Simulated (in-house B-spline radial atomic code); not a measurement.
Successive ionisation energies of antimony; each step leads to the configuration of the next row (after the last: [He] 2s2 2p6). Dirac energy differences include first-order Breit, QED and recoil terms. NIST's values go from ground level to ground level; the uncertainty of those that are theory runs from under 0.1 % in few-electron ions to several per cent in heavy many-electron ones. Computed with a radial B-spline atomic code at the basis-set limit: Dirac-Hartree-Fock, average of the configuration, finite nuclei.

```
  ion  configuration  ionisation energy (eV)  tabulated value (eV)  computed minus tabulated (eV)  highest orbital  largest mean radius (bohr)
Sb23+      [Ar] 3d10                  1218.5                  1214                            4.5            3d5/2                     0.32441
Sb24+       [Ar] 3d9                       ?                     ?                              ?                ?                           ?
Sb25+       [Ar] 3d8                       ?                     ?                              ?                ?                           ?
Sb26+       [Ar] 3d7                  1446.7                  1441                            5.7            3d5/2                     0.31701
Sb27+       [Ar] 3d6                  1525.9                  1518                            7.9            3d5/2                     0.31468
Sb28+       [Ar] 3d5                  1606.7                  1606                            0.7            3d5/2                     0.31236
Sb29+       [Ar] 3d4                       ?                     ?                              ?                ?                           ?
Sb30+       [Ar] 3d3                  1773.0                  1781                           -8.0            3d5/2                     0.30777
Sb31+       [Ar] 3d2                  1858.5                  1869                          -10.5            3d5/2                      0.3055
Sb32+       [Ar] 3d1                  1945.6                  1954                           -8.4            3d5/2                     0.30326
Sb33+   [Ne] 3s2 3p6                  2210.1                  2190                           20.1            3p3/2                     0.30103
Sb34+   [Ne] 3s2 3p5                  2288.5                  2266                           22.5            3p3/2                     0.29929
Sb35+   [Ne] 3s2 3p4                  2367.7                  2349                           18.7            3p3/2                     0.29757
Sb36+   [Ne] 3s2 3p3                  2447.9                  2428                           19.9            3p3/2                     0.29587
Sb37+   [Ne] 3s2 3p2                  2528.9                  2567                          -38.1            3p3/2                     0.29419
Sb38+   [Ne] 3s2 3p1                  2610.9                  2654                          -43.1            3p3/2                     0.29253
Sb39+       [Ne] 3s2                  2814.9                  2815                           -0.1            3s1/2                     0.29089
Sb40+       [Ne] 3s1                  2898.9                  2900                           -1.1            3s1/2                     0.28905
```

Problem. Fill in the row of Sb24+.

Solution. ionisation energy (eV): 1293.0; tabulated value (eV): 1285; computed minus tabulated (eV): 8.0; highest orbital: 3d5/2; largest mean radius (bohr): 0.32171.

Problem. Fill in the row of Sb25+.

Solution. ionisation energy (eV): 1369.0; tabulated value (eV): 1360; computed minus tabulated (eV): 9.0; highest orbital: 3d5/2; largest mean radius (bohr): 0.31936.

Problem. Fill in the row of Sb29+.

Solution. ionisation energy (eV): 1689.1; tabulated value (eV): 1698; computed minus tabulated (eV): -8.9; highest orbital: 3d5/2; largest mean radius (bohr): 0.31006.

Where a p, d or f electron is removed, the computed value is a mean over both j, so it misses the tabulated one by a part of the spin-orbit splitting; averaging over terms and missing correlation add to the gap, relatively most at low charge.
